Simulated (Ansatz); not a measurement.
`P[SiH2]Cl` + `C[SeH]` → `C[Se]P` + `[SiH3]Cl`  (cleavage of the P–Si bond)

Program: Ansatz. Geometries: PBE0-D4/def2-TZVP. ΔE: electronic, gas phase. CBS: MP2 limit from def2 TZ/QZ plus the TZ coupled-cluster correction, frozen cores. This one scheme is used for every species. DFT in def2-TZVPP. HSE06 is defined as in plane-wave codes. For Se outer-core shells are correlated without core-valence functions, which leaves a few kJ/mol of doubt a bond. Scalar relativity is left out up to krypton. Each species was taken in one conformer, which may not be the lowest.

Q: Is it downhill or uphill in electronic energy at CCSD(T)/CBS, and by how much? (Estimate.)

A: The calculation gave: Nearly level: ΔE = -0.2 kJ/mol.

Q: What do these levels give: PBE-D4, revPBE-D4, BLYP-D4, r2SCAN-D4, HSE06-D4, CCSD/def2-TZVPP? (Estimate.)

A: The calculation gave: PBE-D4 3.2, revPBE-D4 2.0, BLYP-D4 -3.0, r2SCAN-D4 2.3, HSE06-D4 3.2, CCSD/def2-TZVPP 2.0 kJ/mol.

Largest T1 diagnostic among the species: 0.012.

In def2-TZVPP, CCSD(T) changes the Hartree–Fock value by +7.8 kJ/mol (the triples alone add +0.0 kJ/mol) and MP2 by +4.0 kJ/mol. At CCSD(T), def2-SVP lies +5.4 kJ/mol from the extrapolated value and def2-TZVPP +2.2 kJ/mol.
